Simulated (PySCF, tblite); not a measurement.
One entry of a table of gas-phase calculations, keyed by method. Lists by class give the value and the number of equivalent atoms.

```json
{
 "formula": "C7H10F2",
 "smiles": "C[C@@]1(F)CCC=C(F)C1",
 "inchi": "InChI=1S/C7H10F2/c1-7(9)4-2-3-6(8)5-7/h3H,2,4-5H2,1H3/t7-/m1/s1",
 "charge": 0,
 "multiplicity": 1,
 "geometry_level": "GFN2-xTB",
 "electronic_structure_code": "PySCF",
 "results": {
  "GFN2-xTB geometry": {
   "point_group": "C1",
   "rotational_constants_GHz": [2.451, 1.319, 1.063]
  },
  "PBE0/pcSseg-1 ground state and GIAO shieldings, non-relativistic": {
   "dipole_D": 1.79,
   "homo_eV": -7.17,
   "lumo_eV": 0.51,
   "shift_vs_computed_TMS_C_by_class_ppm": [
    [168.2, 1],
    [107.7, 1],
    [95.4, 1],
    [42.6, 1],
    [37.3, 1],
    [25.2, 1],
    [24.1, 1]
   ],
   "shift_vs_computed_TMS_H_by_class_ppm": [
    [5.43, 1],
    [2.82, 1],
    [2.38, 1],
    [2.28, 1],
    [2.16, 1],
    [1.81, 1],
    [1.81, 1],
    [1.43, 3]
   ],
   "shielding_other_nuclei_by_class_ppm": [
    ["F", 270.7, 1],
    ["F", 336.7, 1]
   ]
  },
  "GFN2-xTB harmonic vibrations, gas phase": {
   "strongest_ir_bands_cm-1_km_per_mol_modes": [
    [893.8, 36.0, 1],
    [1096.6, 110.1, 1],
    [1159.8, 85.6, 1],
    [1334.9, 33.8, 1],
    [1756.3, 46.1, 1],
    [2986.9, 37.5, 1]
   ],
   "zpe_kcal_per_mol": 97.0
  }
 }
}
```

In atomic units the dipole is 0.70 e·bohr (1 au = 2.5417 D). The zero-point energy, half the sum of the 51 harmonic wavenumbers, equals 33940 cm⁻¹ or 406 kJ/mol. With B = h/(8π²I), that is 505.379 GHz u Å² over I, the principal moments of inertia are 206.2, 383.3 and 475.5 u Å² (most abundant isotopes).

 NMR classes are plain means over equivalent atoms (diastereotopic ones count apart unless rotation or inversion swaps them), as if these changed places fast; in this geometry the members of some classes differ.

One conformer stands for the species.
